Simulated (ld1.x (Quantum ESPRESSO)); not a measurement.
# Ce (Z = 58): what ld1.x (Quantum ESPRESSO) 7.5 does with a changed input

Command:

```bash
ld1.x < Ce.in > Ce.out
```

Input:

```
&input
   title='Ce', zed=58., rel=1, dft='PW91', iswitch=3,
   config='[Xe] 4f1 5d1 6s2 6p0',
   nld=3, rlderiv=4.10, eminld=-5.0, emaxld=5.0, deld=0.02
 /
 &inputp
   pseudotype=2, tm=.true., lloc=0,
   nlcc=.true., new_core_ps=.true.,
   file_pseudopw='Ce.UPF', file_wfcaegen='ae.wfc', file_wfcncgen='nc.wfc', file_beta='beta', file_chi='chi'
 /
3
5P  2  1   6.00   0.00  2.50  2.50  0.0
5D  3  2   1.00   0.00  3.80  3.80  0.0
7S  1  0   2.00   0.00  2.55  2.55  0.0
 &test
   configts(1)='5s2 5p6 5d1 6s2 6p0'
 /
```

Output:

```
Program LD1 v.7.5

 %%%%%%%%%%%%%%%%%%%%%%%%%%%%%%%%%%%%%%%%%%%%%%%%%%%%%%%%%%%%%%%%%%%%%%%%%%%%%%
     Error in routine ld1_setup (3):
     no all electron for this ps
 %%%%%%%%%%%%%%%%%%%%%%%%%%%%%%%%%%%%%%%%%%%%%%%%%%%%%%%%%%%%%%%%%%%%%%%%%%%%%%

     stopping ...
```

Q: This input was made by a single change from one that runs to its end. What was changed?

A: The change: label 5S replaced by a shell that config does not hold. The program refuses the input: "ld1_setup: no all electron for this ps".
